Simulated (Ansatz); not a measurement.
Wavefunction ladder for CH6BNOSi

```xyz
11

N     0.634   -1.041   -0.358
C     0.881    0.412   -0.147
Si   -0.227    0.779    1.301
B    -0.621   -0.035   -0.427
O    -1.441   -0.051   -1.546
H     0.904   -1.383   -1.272
H     0.872   -1.701    0.374
H     1.726    0.852   -0.661
H    -0.451    2.238    1.436
H     0.078    0.158    2.626
H    -2.355   -0.228   -1.325
```

The species carries charge 0 and has multiplicity 1. The bonds changed during the relaxation, so this is another structure than the one it started from. All single points use the PBE0-D4/def2-TZVP geometry. It is one conformer, not always the lowest. Frozen core, restricted reference, Ansatz 0.2.0. CBS rows extrapolate triple and quadruple zeta; past MP2 they add the triple-zeta difference.

| basis | HF (Eh) | MP2 corr. |
| --- | --- | --- |
| def2-TZVPP | -484.34759 | -0.84836 |
| def2-QZVPP | -484.36532 | -0.90871 |

(1) Estimate the CCSD correlation energy and the (T) correction in each basis where they were run (hartree).

## Answers

(1) 
```
     basis  CCSD corr.       (T)
def2-TZVPP    -0.88219  -0.03761
 CBS(def2)    -0.98725     as TZ
```
